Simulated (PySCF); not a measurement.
In(H)(OH)2 (H3InO2), SMILES [OH][InH][OH].

Geometry optimised at B3LYP-D3(BJ)/def2-TZVP. The def2 effective core potentials stand for the cores of In; spin–orbit coupling is left out. Other conformers were not sampled.

All values below come from M06-2X/def2-TZVPD (PySCF).

Isolated molecule, no solvent.

Computed frontier levels, gap, dipole moment and polarisability:
```
Item                                                                                                            Value
---------------------------------------------------------------------------------------------  ----------------------
highest occupied level                                                                                      -10.05 eV
lowest empty level                                                                                           -0.80 eV
orbital gap                                                                                                   9.25 eV
dipole moment                                                                                                  2.58 D
quadrupole, principal values (traceless, Buckingham form, about the centre of nuclear charge)   -6.67, 1.95, 4.71 D·Å
mean static polarisability                                                                       43.8 bohr³ (6.49 Å³)
polarisability, principal values                                                               34.8, 47.6, 49.0 bohr³
```
